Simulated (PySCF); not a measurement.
Here is a computed PBE0-D3(BJ)/def2-TZVP geometry (Å):
```
atom  x, y, z in Å
F1     0.517    2.997   -0.647
P2     0.970    1.729    0.203
F3     2.519    1.750   -0.172
P4     0.340    0.154   -1.230
Si5   -1.804    0.188   -0.528
Ge6    0.978   -1.567    0.203
H7    -2.371   -1.165   -0.757
H8    -2.554    1.191   -1.324
H9    -1.907    0.532    0.917
H10    0.751   -1.183    1.676
H11    2.466   -1.857   -0.032
H12    0.131   -2.795   -0.155
```

Charge 0, singlet.

Which heavy atoms are bonded, and with what formal order?

F1–P2 1.59 Å (single); P2–F3 1.59 Å (single); P2–P4 2.22 Å (single); P4–Si5 2.26 Å (single); P4–Ge6 2.33 Å (single). Bonds to hydrogen (Å): Si5–H7 1.48; Si5–H8 1.48; Si5–H9 1.49; Ge6–H10 1.54; Ge6–H11 1.53; Ge6–H12 1.53.

Write the SMILES.

`FP(F)[P]([SiH3])[GeH3]`, F2GeH6P2Si, (SiH3)(GeH3)PPF2.

Name the point group.

C1 (no symmetry element, even within 0.4 Å).

Describe the place of each heavy atom.

F1/F3: phosphorus-bound fluorine; P2: three-coordinate phosphorus; P4: three-coordinate phosphorus; Si5: SiH3 silicon; Ge6: germanium bonded to P and 3 H.

What is the arrangement about P2?

It has 3 neighbours (F1, F3, P4) and is pyramidal (angles 98.1°, 98.0° and 97.7°, sum 293.7°, 0.86 Å off the plane of its three neighbours).

What is the arrangement about Si5?

It has 4 neighbours (P4, H7, H8, H9) and is tetrahedral (angles from 107.5° to 111.8°).
